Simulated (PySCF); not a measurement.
# Stretching BI

Set-up: B def2-TZVPP, I def2-TZVPP with ECP28; scalar-relativistic core potentials (PySCF 2.14). Energies in eV from B + I in their ground configurations at the same level. State: ¹Σ⁺ (singlet), closed shell.

```csv
R (Å),PBE0
1.838,-2.920
1.923,-3.392
2.009,-3.648
2.073,-3.737
2.137,-3.760
2.201,-3.732
2.287,-3.636
2.393,-3.450
2.522,-3.168
2.693,-2.745
```

Put a parabola through the three lowest points of the PBE0 curve and estimate Re, k and ωe (reduced mass 10.13 u; 1 eV/Å² = 0.16022 mdyn/Å; ωe = 1302.8·√(k/μ) cm⁻¹).

Through R = 2.073, 2.137, 2.201 Å the second-order coefficient is 6.23 eV/Å², so Re ≈ 2.134 Å, k ≈ 1.99 mdyn/Å and ωe ≈ 578 cm⁻¹. A polynomial fit of higher order to the unrounded PBE0 energies gives Re = 2.131 Å, k = 2.02 mdyn/Å, ωe = 582 cm⁻¹; anharmonicity and rounding make the difference.

The higher-order fit for each curve: PBE0: Re = 2.131 Å, ωe = 582 cm⁻¹, De = 3.76 eV.

These are scalar-relativistic numbers at best; spin–orbit coupling would shift them, the dissociation energy most.
